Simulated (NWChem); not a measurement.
Everything below was run with NWChem. System: C2H7N2, charge 0, spin multiplicity 2, at a geometry optimised with UPBE0/def2-SVP. The structure started from a generated list of species. Its SCF solution wasn't tested for a lower state. Level: UHF/def2-TZVP.

Input file:

```
start mol
memory heap 200 mb stack 900 mb global 1100 mb
geometry units angstroms nocenter noautoz noautosym
  N      1.519598    -0.255753     0.222988
  C      0.633183     0.720077    -0.205534
  C     -0.727293     0.243183    -0.580726
  N     -1.263482    -0.610152     0.473911
  H      1.036771    -0.990436     0.738059
  H      2.346364     0.076989     0.706245
  H      1.059934     1.590360    -0.713212
  H     -1.358328     1.118946    -0.836364
  H     -0.687820    -0.380129    -1.501806
  H     -1.519246    -0.045227     1.282356
  H     -2.105826    -1.088728     0.163980
end
basis spherical
  * library def2-tzvp
end
scf
  uhf
  nopen 1
  maxiter 100
  thresh 1e-7
  semidirect memsize 60000000 filesize 0
  # guess.movecs holds the orbitals of an unrestricted PBE0 run
  vectors input guess.movecs output mol.movecs
end
task scf energy
```

NWChem printed:

```
             Northwest Computational Chemistry Package (NWChem) 7.3.0
             --------------------------------------------------------

                                NWChem Input Module
                                -------------------

 Scaling coordinates for geometry "geometry" by  1.889725989
 (inverse scale =  0.529177249)

                             Geometry "geometry" -> ""
                             -------------------------

 Output coordinates in angstroms (scale by  1.889725989 to convert to a.u.)

  No.       Tag          Charge          X              Y              Z
 ---- ---------------- ---------- -------------- -------------- --------------
    1 N                    7.0000     1.51959800    -0.25575300     0.22298800
    2 C                    6.0000     0.63318300     0.72007700    -0.20553400
    3 C                    6.0000    -0.72729300     0.24318300    -0.58072600
    4 N                    7.0000    -1.26348200    -0.61015200     0.47391100
    5 H                    1.0000     1.03677100    -0.99043600     0.73805900
    6 H                    1.0000     2.34636400     0.07698900     0.70624500
    7 H                    1.0000     1.05993400     1.59036000    -0.71321200
    8 H                    1.0000    -1.35832800     1.11894600    -0.83636400
    9 H                    1.0000    -0.68782000    -0.38012900    -1.50180600
   10 H                    1.0000    -1.51924600    -0.04522700     1.28235600
   11 H                    1.0000    -2.10582600    -1.08872800     0.16398000

 Effective nuclear repulsion energy (a.u.)     127.2588586780

            Nuclear Dipole moment (a.u.)
            ----------------------------
        X                 Y               Z
 ---------------- ---------------- ----------------
     0.0000018897    -0.0000000000    -0.0000170075


 Summary of "ao basis" -> "" (spherical)
 ------------------------------------------------------------------------------
       Tag                 Description            Shells   Functions and Types
 ---------------- ------------------------------  ------  ---------------------
[...]
    8 H    1     0.92   0.27  0.51  0.12  0.02
    9 H    1     0.92   0.26  0.50  0.13  0.02
   10 H    1     0.78   0.26  0.41  0.07  0.04
   11 H    1     0.78   0.26  0.42  0.06  0.04

  Mulliken analysis of the alpha density
  --------------------------------------

    Atom       Charge   Shell Charges
 -----------   ------   -------------------------------------------------------
    1 N    7     3.82   0.41  0.58  0.26  0.42  0.08  0.79  0.90  0.35  0.00  0.02  0.00
    2 C    6     3.55   0.43  0.56  0.26  0.33  0.11  0.77  0.81  0.21  0.01  0.04  0.00
    3 C    6     2.93   0.43  0.56  0.23  0.31  0.00  0.59  0.61  0.11  0.02  0.06  0.01
    4 N    7     3.80   0.41  0.58  0.26  0.42  0.10  0.75  0.88  0.38  0.00  0.02  0.00
    5 H    1     0.36   0.13  0.19  0.03  0.02
    6 H    1     0.38   0.13  0.21  0.03  0.02
    7 H    1     0.42   0.13  0.23  0.05  0.01
    8 H    1     0.47   0.14  0.26  0.06  0.01
    9 H    1     0.50   0.14  0.27  0.08  0.01
   10 H    1     0.39   0.13  0.21  0.03  0.02
   11 H    1     0.39   0.13  0.21  0.03  0.02

   Mulliken analysis of the beta density
   -------------------------------------

    Atom       Charge   Shell Charges
 -----------   ------   -------------------------------------------------------
    1 N    7     3.74   0.41  0.58  0.25  0.42  0.09  0.72  0.86  0.38  0.00  0.02  0.00
    2 C    6     2.53   0.43  0.56  0.22  0.27  0.05  0.44  0.41  0.09  0.01  0.04  0.01
    3 C    6     3.04   0.43  0.56  0.24  0.33  0.01  0.63  0.67  0.12  0.01  0.04  0.00
    4 N    7     3.80   0.41  0.58  0.26  0.42  0.11  0.74  0.87  0.38  0.00  0.02  0.00
    5 H    1     0.37   0.13  0.19  0.03  0.02
    6 H    1     0.38   0.13  0.21  0.03  0.02
    7 H    1     0.48   0.14  0.27  0.07  0.01
    8 H    1     0.46   0.13  0.25  0.06  0.01
    9 H    1     0.43   0.13  0.24  0.05  0.01
   10 H    1     0.39   0.13  0.21  0.03  0.02
   11 H    1     0.39   0.13  0.21  0.03  0.02

   Mulliken analysis of the spin density
   -------------------------------------

    Atom       Charge   Shell Charges
 -----------   ------   -------------------------------------------------------
    1 N    7     0.08   0.00 -0.00  0.01  0.01 -0.00  0.07  0.04 -0.04  0.00  0.00  0.00
    2 C    6     1.02   0.00 -0.00  0.04  0.06  0.06  0.33  0.40  0.13 -0.00  0.00 -0.00
    3 C    6    -0.12  -0.00  0.00 -0.01 -0.02 -0.01 -0.03 -0.06 -0.01  0.00  0.02  0.00
    4 N    7     0.01   0.00 -0.00  0.00  0.00 -0.01  0.01  0.01 -0.00 -0.00 -0.00 -0.00
    5 H    1    -0.00  -0.00 -0.00 -0.00  0.00
    6 H    1     0.00   0.00  0.00 -0.00  0.00
    7 H    1    -0.07  -0.01 -0.04 -0.02  0.00
    8 H    1     0.01   0.00  0.01  0.00 -0.00
    9 H    1     0.07   0.01  0.03  0.03 -0.00
   10 H    1     0.00  -0.00  0.00  0.00  0.00
   11 H    1    -0.00  -0.00 -0.00  0.00  0.00

       Multipole analysis of the density wrt the origin
       ------------------------------------------------

     L   x y z        total         alpha         beta         nuclear
     -   - - -        -----         -----         ----         -------
     0   0 0 0      0.000000    -17.000000    -16.000000     33.000000

     1   1 0 0     -0.394697     -0.797450      0.402752      0.000002
     1   0 1 0      0.248911     -0.480981      0.729892     -0.000000
     1   0 0 1      0.243567      0.169712      0.073873     -0.000017

     2   2 0 0    -16.201409    -98.318656    -95.303049    177.420295
     2   1 1 0      1.192498    -11.085671    -10.193769     22.471938
     2   1 0 1      1.375588     -2.003840     -1.890292      5.269721
     2   0 2 0    -20.037378    -34.261451    -30.877779     45.101852
     2   0 1 1     -0.350919     11.253698     11.860971    -23.465588
     2   0 0 2    -18.925855    -28.999503    -26.978163     37.051811

 Task  times  cpu:       51.6s     wall:       51.6s

 Total times  cpu:       51.7s     wall:       51.7s
```
